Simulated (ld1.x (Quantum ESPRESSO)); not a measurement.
## What one change does to a pseudopotential (N, RRKJ)

nitrogen (N), norm-conserving RRKJ (Kleinman–Bylander form), made with ld1.x (Quantum ESPRESSO) 7.5 (LDA (PZ), scalar-relativistic). Core [He], reference 2s2 2p3. Waves: 2p (bound): rc 2.55 bohr; 2s (bound): rc 0.80 bohr. Local part: the s channel. Core correction: none.

All-electron outer shells of the reference configuration (LDA (PZ), scalar-relativistic, ld1.x):

```json
{"shell": "1s", "level (eV)": "-381.53", "outermost node (bohr)": "–", "outermost maximum (bohr)": "0.15"}
{"shell": "2s", "level (eV)": "-18.42", "outermost node (bohr)": "0.32", "outermost maximum (bohr)": "1.02"}
{"shell": "2p", "level (eV)": "-7.24", "outermost node (bohr)": "–", "outermost maximum (bohr)": "0.97"}
```

Change: wave 2s (bound): rc 0.80 bohr becomes 2s (bound): rc 1.20 bohr.

Cutoffs: the cutoffs (Ry, on a coarse ladder) from which the occupation-weighted sum of valence levels, in a spherical-Bessel basis at the reference potential, stays within 10 and 1 mRy of its value at 400 Ry; they do not see the model core or the augmentation charge, which bear on the density cutoff. Errors are all-electron minus pseudo energies relative to the spin-unpolarised reference configuration.

Problem. Predict the effect on cutoff, ghosts and configuration errors.

Solution. The potential gets softer (55 Ry and 140 Ry → 40 Ry and 100 Ry); the errors of the 9 common tests hardly move; neither file shows a bound ghost. A larger radius leaves more room for a smooth pseudo-wave, so fewer plane waves are needed.

```tsv
quantity	base	changed
cutoff, loose	55 Ry	40 Ry
cutoff, tight	140 Ry	100 Ry
loose cutoff by channel (10 mRy a level)	p 18 Ry, s 45 Ry	p 18 Ry, s 35 Ry
bound ghosts	none	none
error for 2s2 2p2, meV [ΔE 13.73 eV]	+176	+178
error for 2s2 2p1, meV [ΔE 42.70 eV]	+1345	+1359
error for 2s2 2p0, meV [ΔE 89.87 eV]	+4797	+4840
error for 2s2 2p2.5, meV [ΔE 5.17 eV]	+28	+29
error for 2s1 2p4, meV [ΔE 11.20 eV]	-45	-48
error for 2s1 2p3, meV [ΔE 25.18 eV]	-223	-228
error for 2s2 2p3.3, meV [ΔE -1.67 eV]	+3.6	+3.7
error for 2s2 2p3 (spin-polarised), meV [ΔE -2.89 eV]	-58	-54
error for 2s2 2p2 (spin-polarised), meV [ΔE 12.04 eV]	+86	+91
s: phases at 2.75 bohr within 0.05 rad from the reference energy up to (Ry; the scan ends near 5)	to the end of the scan	to the end of the scan
p: phases at 2.75 bohr within 0.05 rad from the reference energy up to (Ry; the scan ends near 5)	0.6	0.6
```
